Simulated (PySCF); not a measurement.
A calculated (LDA, PySCF 2.14, ANO-RCC-VTZP, the spin-free X2C one-electron Hamiltonian (Gaussian nucleus)) atom or ion has these occupied shells.

```
shell  electrons  orbital energy (eV)  rms radius, mean of both spins (bohr)
 1s β          1             -65014.2                                 0.0215
 1s α          1             -65014.2                                 0.0215
 2s α          1             -11134.6                                 0.0869
 2s β          1             -11134.5                                 0.0869
 2p α          3              -9816.0                                 0.0788
 2p β          3              -9815.9                                 0.0788
 3s α          1              -2549.5                                  0.223
 3s β          1              -2549.5                                  0.223
 3p α          3              -2153.2                                  0.224
 3p β          3              -2153.2                                  0.224
 3d α          5              -1668.3                                  0.205
 3d β          5              -1668.3                                  0.205
 4s α          1              -524.89                                  0.498
 4s β          1              -524.84                                  0.498
 4p α          3              -394.04                                  0.531
 4p β          3              -394.00                                  0.531
 4d α          5              -221.21                                  0.577
 4d β          5              -221.15                                  0.577
 5s α          1              -82.452                                   1.21
 5s β          1              -81.762                                   1.21
 5p α          3              -51.442                                   1.42
 5p β          3              -50.522                                   1.42
 4f α          7              -32.360                                  0.775
 4f β          7              -32.172                                  0.775
 5d α          2              -17.723                                   2.30
```

Question: Name the element and its charge.

Answer: Hf²⁺ (hafnium, charge +2), in [Xe] 4f14 5d2, high-spin 3F determinant.
